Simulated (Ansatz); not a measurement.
Input file for `C[SiH2]N[SiH](O)O`:

```yaml
crystal:
  periodic: [false, false, false]
  atoms:
    - {symbol: C, position_ang: [-0.269726, 0.309790, 2.603837]}
    - {symbol: Si, position_ang: [0.558771, 0.293106, 0.934643]}
    - {symbol: N, position_ang: [-0.519819, -0.371518, -0.243355]}
    - {symbol: Si, position_ang: [-0.441963, -0.279179, -1.956986]}
    - {symbol: O, position_ang: [0.690006, 0.850788, -2.322416]}
    - {symbol: O, position_ang: [-0.015467, -1.667428, -2.704674]}
    - {symbol: H, position_ang: [-1.186475, 0.903484, 2.582105]}
    - {symbol: H, position_ang: [0.396681, 0.737910, 3.356738]}
    - {symbol: H, position_ang: [-0.523741, -0.703942, 2.925016]}
    - {symbol: H, position_ang: [1.842782, -0.459554, 1.028782]}
    - {symbol: H, position_ang: [0.912957, 1.681796, 0.515702]}
    - {symbol: H, position_ang: [-1.253804, -0.958312, 0.129526]}
    - {symbol: H, position_ang: [-1.779577, 0.015262, -2.511189]}
    - {symbol: H, position_ang: [0.717744, 1.645524, -1.786514]}
    - {symbol: H, position_ang: [0.871630, -1.997717, -2.551195]}
basis:
  gaussian: {orbitals: def2-TZVPP}
correlation: {method: ccsd_t}
```

```sh
$ ansatz run in.yaml --threads 2 --pin off --events-out ev --progress --plain --max-ram 22528MiB --backend cuda --devices 0, --max-vram 18GiB
```

Output of Ansatz, abridged:

```
Functional definition: HF
1955 factors; integrals over basis functions are off by at most 1.7e-3 eV
mean field evaluation 1: about -22454.8177 eV, gradient 6.0e1 eV
mean field evaluation 2: about -22455.1310 eV, gradient 6.0e1 eV
mean field evaluation 4: about -22462.1405 eV, gradient 4.4e0 eV
mean field evaluation 8: about -22462.2280 eV, gradient 2.8e-1 eV
mean field -22462.22833161 eV, -825.4716657416 hartree, gradient 2.6e-6 eV, S^2 0.000000; 0 other end points of the search recorded, 0 dependent functions left out
14 core orbitals not correlated: weight in the atoms' cores, before any rotation towards them, 1.000 or more for the frozen orbitals, at most 0.000 for the correlated occupied ones
reference -22462.22833161 eV, -825.4716657416 hartree; 19, 19 occupied and 301, 301 virtual orbitals, 1955 factors
second order -30.34970849 eV of doubles, -0.00000000 eV of singles
cycle   1  -30.85177510 eV  change   -5.0e-1 eV  update   1.1e-1
cycle   2  -31.54762972 eV  change   -7.0e-1 eV  update   3.1e-2
cycle   3  -31.68864778 eV  change   -1.4e-1 eV  update   1.5e-2
cycle   4  -31.67398976 eV  change    1.5e-2 eV  update   3.3e-3
cycle   5  -31.67313261 eV  change    8.6e-4 eV  update   1.5e-3
cycle   6  -31.67377524 eV  change   -6.4e-4 eV  update   4.2e-4
cycle   7  -31.67354323 eV  change    2.3e-4 eV  update   1.6e-4
cycle   8  -31.67348334 eV  change    6.0e-5 eV  update   4.6e-5
cycle   9  -31.67349397 eV  change   -1.1e-5 eV  update   1.7e-5
perturbative correction -1.14600709 eV, -0.0421149837 hartree
Total energy: -22495.04783268 eV, -826.6777601599 hartree
```

Run time 7 s (2 threads of an AMD EPYC 7R13 on a shared host and a share of an NVIDIA H100 80 GB); peak host memory 0.87 GiB.

Correlation energy per correlated electron: -0.864 eV. T1 diagnostic: 0.0110.
